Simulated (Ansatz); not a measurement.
C2H7GaN2. The species carries charge 0 and has multiplicity 1. Correlated methods include outer-core shells of Ga, which these sets cover unevenly. Scalar relativity is left out up to krypton. The bonds changed during the relaxation, so this is another structure than the one it started from.

```
atom   x (Å)   y (Å)   z (Å)
  C1   0.577   0.285   1.681
  N2   0.117   0.115   0.336
  C3  -0.125  -1.048  -0.209
  N4  -0.537  -0.965  -1.457
 Ga5  -0.412   1.044  -1.396
  H6   1.546   0.792   1.705
  H7  -0.125   0.890   2.264
  H8   0.689  -0.681   2.187
  H9   0.006  -1.991   0.331
 H10  -0.752  -1.799  -1.973
 H11  -1.809   1.747  -1.296
 H12   0.825   1.610  -2.173
```

(1) Give the diagnostics of a CCSD(T)/def2-TZVPP run (frozen core, Ansatz 0.2.0). (Estimate.)

Answers

(1) Computed: T1 = 0.0149, largest single amplitude 0.041, largest double 0.051, (T) share of the correlation energy 4.2 %, 9 CCSD cycles. The RHF solution is stable towards an unrestricted one. T1 lies under the customary mark of 0.02 for closed shells.
